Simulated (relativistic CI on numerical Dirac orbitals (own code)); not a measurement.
## Radial parameters of I XXXVIII

Calculated at this level of theory: Dirac-Coulomb-Breit CI, separate exchange-only KLI orbitals for each configuration, model QED, unscaled Slater integrals (own radial code, finite nucleus).

Slater integrals F^k, G^k are unscaled and averaged over j, outside the closed core [Ne]; ζ comes from projecting the Hamiltonian with its Breit term on Σ l·s of the shell.

- 3s²3p⁴: F^2(3p,3p) = 358620, ζ(3p) = 390140 cm⁻¹; <r>(3p) = 0.2755, <r^2>(3p) = 0.08764 (bohr units).
- 3s3p⁵: G^1(3s,3p) = 452510, ζ(3p) = 389990 cm⁻¹; <r>(3s) = 0.2838, <r^2>(3s) = 0.09177, <r>(3p) = 0.2757, <r^2>(3p) = 0.08776 (bohr units).
- 3s²3p³3d: F^2(3p,3p) = 358270, ζ(3p) = 389650, F^2(3p,3d) = 360370, G^1(3p,3d) = 378370, G^3(3p,3d) = 254790, ζ(3d) = 51757 cm⁻¹; <r>(3p) = 0.2758, <r^2>(3p) = 0.08782, <r>(3d) = 0.244, <r^2>(3d) = 0.06877 (bohr units).

Averages of the first 10 configurations, taken without configuration mixing, which lowers the lowest level and can move excited configurations by several eV; other configurations of the list can lie among them:

| Configuration | Parity | States | Average energy above the lowest level (eV) |
| --- | --- | --- | --- |
| 3s²3p⁴ | even | 15 | 57.9 |
| 3s3p⁵ | odd | 12 | 229.4 |
| 3s²3p³3d | odd | 200 | 249.9 |
| 3p⁶ | even | 1 | 416.5 |
| 3s3p⁴3d | even | 300 | 414.8 |
| 3p⁵3d | odd | 60 | 595.2 |
| 3s3p³3d² | odd | 1800 | 606.1 |
| 3s²3p²3d4p | odd | 900 | 1479.5 |
| 3p⁵4s | odd | 12 | 1570.4 |
| 3s3p³3d4s | odd | 800 | 1572.5 |
